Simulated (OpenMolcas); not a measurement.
Computed levels of 3d5 in ions with 23 electrons, in cm-1 above 6S 5/2.

```json
{
 "Program": "OpenMolcas",
 "Method": "SS-CASPT2, IPEA 0.25 Eh, imaginary shift 0.1 Eh",
 "Basis": "ANO-R2",
 "Scalar Hamiltonian": "X2C, finite nucleus",
 "Spin-orbit coupling": "state interaction with AMFI integrals over the reference wave functions, term energies averaged over their components"
}
```

Active space for each ion: 5 electrons in 10 orbitals (3d 4d); closed shells correlated by CASPT2: 3s 3p.

```json
{"Level": "4G 5/2", "Mn2+": "28220", "Fe3+": "33550", "Ni5+": "43720", "Cu6+": "48310"}
{"Level": "4G 7/2", "Mn2+": "28240", "Fe3+": "33590", "Ni5+": "43820", "Cu6+": "48450"}
{"Level": "4G 9/2", "Mn2+": "28270", "Fe3+": "33620", "Ni5+": "43890", "Cu6+": "48550"}
{"Level": "4G 11/2", "Mn2+": "28280", "Fe3+": "33630", "Ni5+": "43880", "Cu6+": "48540"}
{"Level": "4P 5/2", "Mn2+": "30980", "Fe3+": "36950", "Ni5+": "48220", "Cu6+": "53190"}
{"Level": "4P 3/2", "Mn2+": "31010", "Fe3+": "37010", "Ni5+": "48400", "Cu6+": "53460"}
{"Level": "4P 1/2", "Mn2+": "31050", "Fe3+": "37090", "Ni5+": "48630", "Cu6+": "53870"}
{"Level": "4D 7/2", "Mn2+": "33870", "Fe3+": "40210", "Ni5+": "52390", "Cu6+": "57930"}
{"Level": "4D 1/2", "Mn2+": "33880", "Fe3+": "40260", "Ni5+": "52580", "Cu6+": "58240"}
```

Estimate 4G 5/2, 4G 7/2 for Co4+ from its neighbours Fe3+ and Ni5+.

4G 5/2 is another term, which grows about linearly with the charge: (33550 + 43720) / 2 = 38635. The calculation gives 38800, so the estimate is off by -0.4 %.
4G 7/2 is another term, which grows about linearly with the charge: (33590 + 43820) / 2 = 38705. The calculation gives 38860, so the estimate is off by -0.4 %.

CASPT2 breaks the degeneracy within a term, and the mean is taken; among the terms shown or strongly mixed into the levels shown the widest spread is 81 cm-1 (3d5 4D, Mn2+). Active for correlation alone: 4d; no level in the range computed is led by a configuration that fills it, so any true level of that kind is missing. Only configurations of the active space appear.
